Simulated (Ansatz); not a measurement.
One change: `SB1CO1` becomes `BB1CO1`.

Ansatz, PBE0-D4/def2-TZVP geometries, multiplicity 1. Each molecule was computed in one conformer, which needn't be the lowest.

| property | `SB1CO1` |
| --- | --- |
| HOMO energy (PBE0/def2-TZVPP) / eV | -8.16 |
| size of the dipole moment (PBE/def2-TZVPP) / D | 0.46 |
| HOMO–LUMO gap (ωB97M-V/def2-TZVPP) / eV | 12.28 |
| size of the dipole moment (B3LYP/def2-TZVPP) / D | 0.62 |
| size of the dipole moment (ωB97M-V/def2-TZVPP) / D | 0.63 |
| zero-point energy (PBE0-D4/def2-TZVP) / kJ/mol | 116.0 |

(1) What does the change do to each property? (An estimate is asked.)

Results:

(1) The calculation gave: 
```
                                          property  `BB1CO1`  shift
                HOMO energy (PBE0/def2-TZVPP) / eV     -7.95   0.21
    size of the dipole moment (PBE/def2-TZVPP) / D      1.03   0.57
           HOMO–LUMO gap (ωB97M-V/def2-TZVPP) / eV      9.90  -2.38
  size of the dipole moment (B3LYP/def2-TZVPP) / D      1.17   0.55
size of the dipole moment (ωB97M-V/def2-TZVPP) / D      1.18   0.55
    zero-point energy (PBE0-D4/def2-TZVP) / kJ/mol     142.0   26.0
```

With PBE0 the HOMO rises by 0.21 eV and the LUMO falls by 2.33 eV, so the gap narrows by about 2.54 eV. PBE moves the HOMO by 0.12 eV and ωB97M-V by 0.16 eV. The zero-point energy changes by 26.0 kJ/mol with +3 modes. Dipoles are sizes alone; their direction can turn.

B3LYP here is the variant with VWN-RPA as its local correlation; programs differ in this.
